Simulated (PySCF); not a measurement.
All values below come from B3LYP-D3(BJ)/def2-TZVP // B3LYP-D3(BJ)/def2-SVP (PySCF 2.14.0). Isolated molecules, 0 K electronic values unless said otherwise. B3LYP has the VWN-RPA correlation part, as in Gaussian. Delta-SCF ions had no search for a lower state. Excitations are Tamm–Dancoff values on a coarser integration grid. The basis has no diffuse functions, so Rydberg states are missing or too high.

Reference species (SMILES): `C1=C(C#N)[SiH2]C=C1` (neutral, multiplicity 1).

The S1 excitation (TDA) is 4.24 eV, the S1–T1 gap (TDA) is 1.90 eV and the vertical ionisation energy (Delta-SCF) is 9.14 eV. The S1 oscillator strength is 0.218.

Changed species: `N#CC1=C[SiH2]C=C1`.

### Question
Give the shifts of the S1 excitation (TDA), S1–T1 gap (TDA), vertical ionisation energy (Delta-SCF) and S1 oscillator strength.

### Answer
the S1 excitation (TDA) rises by 0.10 eV, to 4.34 eV; the S1–T1 gap (TDA) decreases by 0.04 eV, to 1.86 eV; the vertical ionisation energy (Delta-SCF) rises by 0.15 eV, to 9.29 eV; the S1 oscillator strength falls by 0.162, to 0.056.
